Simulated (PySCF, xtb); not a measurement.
Si(Cl)(OH)(NH2)2 (ClH₅N₂OSi), SMILES Cl[Si](N)(O)N. Other conformers were not sampled.

Harmonic wavenumbers (cm⁻¹) from GFN2-xTB (xtb) at its own minimum, in rising order: 117, 164, 174, 210, 244, 255, 271, 307, 475, 535, 557, 790, 805, 820, 861, 923, 956, 1515, 1520, 3482, 3493, 3515, 3527, 3663.

What does PBE0-D3(BJ)/def2-SVP (PySCF) give at its own minimum? (Estimate from the structure and the level; the computed values follow.)

159, 191, 252, 266, 284, 301, 334, 357, 387, 434, 513, 777, 801, 826, 856, 967, 977, 1525, 1530, 3627, 3635, 3736, 3744, 3940. Paired by order, the mean absolute difference is 73 cm⁻¹ and the zero-point energies are 41.7 and 43.5 kcal/mol.
